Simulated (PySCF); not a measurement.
C3H7BF2O, SMILES CC[C@@H](F)B(O)F. Atoms are numbered in the order given.

```xyz
14

C     -1.9742     0.8798     0.1071
C     -1.0441     0.3492     1.1986
C      0.0532    -0.5737     0.6577
F     -0.5433    -1.7169     0.1053
B      1.0126     0.1168    -0.4186
O      1.5310     1.3665    -0.2691
F      1.3663    -0.5449    -1.5231
H     -2.4165     0.0351    -0.4565
H     -2.8011     1.4841     0.5288
H     -1.4239     1.5170    -0.6173
H     -0.5617     1.1883     1.7516
H     -1.6266    -0.2095     1.9621
H      0.6842    -0.9141     1.5168
H      1.2184     1.8076     0.5401
```
Charge 0, spin multiplicity 1.

Geometry: PBE-D3(BJ)/def2-SVP. The structure was generated by enumeration; whether it is a known compound was not checked. The values are those of a single conformer.

Level of theory: PBE-D3(BJ)/def2-SVP in PySCF.

No scaling factor is applied to the harmonic values.

| mode | ν (cm⁻¹) | IR (km/mol) | moving atoms (share of kinetic energy) |
|---|---|---|---|
| 1 | 34 | 1.1 | F 52 %, O 24 %, C 13 %, H 11 % |
| 2 | 98 | 0.0 | C 41 %, H 29 %, O 15 %, F 14 % |
| 3 | 168 | 2.7 | H 32 %, F 26 %, C 25 %, O 16 % |
| 4 | 199 | 3.7 | F 50 %, C 29 %, H 13 % |
| 5 | 233 | 1.3 | H 70 %, F 24 % |
| 6 | 317 | 1.2 | H 35 %, F 26 %, C 23 %, O 14 % |
| 7 | 412 | 8.2 | F 38 %, H 22 %, O 19 %, C 14 % |
| 8 | 449 | 19.5 | B 32 %, C 25 %, F 17 %, H 15 %, O 11 % |
| 9 | 484 | 9.6 | C 36 %, F 24 %, H 19 %, O 13 %, B 9 % |
| 10 | 557 | 75.6 | H 89 % |
| 11 | 645 | 5.9 | B 27 %, F 25 %, O 22 %, C 15 %, H 12 % |
| 12 | 747 | 3.6 | H 64 %, C 22 % |
| 13 | 778 | 10.1 | C 37 %, H 29 %, B 23 % |
| 14 | 886 | 7.4 | C 53 %, H 40 % |
| 15 | 952 | 23.6 | H 64 %, F 15 %, C 15 % |
| 16 | 964 | 153.5 | H 68 %, C 15 %, F 11 % |
| 17 | 1012 | 5.6 | H 67 %, C 26 % |
| 18 | 1077 | 23.4 | C 64 %, H 29 % |
| 19 | 1098 | 44.9 | C 49 %, H 40 % |
| 20 | 1197 | 31.1 | H 57 %, C 26 %, B 10 % |
| 21 | 1236 | 38.6 | H 73 %, C 14 %, B 8 % |
| 22 | 1272 | 47.2 | H 68 %, C 21 % |
| 23 | 1306 | 5.5 | H 69 %, C 29 % |
| 24 | 1348 | 9.6 | H 71 %, C 27 % |
| 25 | 1378 | 117.3 | B 39 %, C 27 %, H 24 % |
| 26 | 1400 | 42.0 | H 85 % |
| 27 | 1418 | 44.5 | H 87 % |
| 28 | 1429 | 81.7 | H 43 %, B 42 % |
| 29 | 1435 | 80.5 | H 70 %, B 21 % |
| 30 | 2910 | 25.9 | H 93 % |
| 31 | 2950 | 40.2 | H 94 % |
| 32 | 2972 | 13.2 | H 97 % |
| 33 | 3008 | 18.1 | H 91 %, C 9 % |
| 34 | 3059 | 23.4 | H 91 %, C 9 % |
| 35 | 3080 | 8.8 | H 90 %, C 9 % |
| 36 | 3755 | 48.2 | H 94 % |
